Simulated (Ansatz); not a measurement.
Energy needed to pull apart Si₂NH₇O (SMILES N[SiH2]O[SiH3]), singlet, into free ground-state atoms, from the structure below (displaced at random from its PBE0-D4/def2-TZVP minimum); no zero-point or spin–orbit terms; open-shell atoms are treated unrestricted, in their ground-state multiplicity.

N1  (-0.489, 2.290, -0.205)
Si2  (-0.826, 0.643, -0.239)
O3  (0.413, -0.343, 0.116)
Si4  (0.987, -1.875, 0.335)
H5  (-0.351, 2.794, 0.699)
H6  (0.097, 2.729, -0.956)
H7  (-1.897, 0.419, 0.706)
H8  (-1.287, 0.306, -1.665)
H9  (0.849, -2.654, -0.898)
H10  (2.406, -1.783, 0.721)
H11  (0.200, -2.535, 1.411)
(Å)

Ansatz 0.2.0; basis: def2-TZVPP; cores frozen in the correlated methods.

```csv
method,atomization energy (kJ/mol)
PBE-D4,3718
r2SCAN-D4,?
PBE0-D4,3676
wB97M-V,?
HF,2737
MP2,3665
CCSD,3600
CCSD(T),3640
```

**Question.** What does wB97M-V give? (An estimate is asked for; the value comes from the calculation.)

**Answer.** By the calculation: 3751 kJ/mol, which is about 111 kJ/mol more than CCSD(T)/def2-TZVPP.

**Question.** What does r2SCAN-D4 give? (An estimate is asked for; the value comes from the calculation.)

**Answer.** Computed: 3720 kJ/mol, which is about 79 kJ/mol more than CCSD(T)/def2-TZVPP.

In triple zeta the MP2 and coupled-cluster atomization energies are still short of their basis limit by a few kcal/mol a bond, whereas those of the functionals are nearly converged, so these differences are not deviations from converged CCSD(T).

The T1 diagnostic stays at or below 0.012.

For scale, one of the runs: CCSD(T)/def2-TZVPP forces, 244 basis functions (an equivalent command: `ansatz run in.yaml --threads 8`). Time: 7.7 min of wall clock on 8 CPU threads; the host was shared. Peak host memory: 10 GiB.
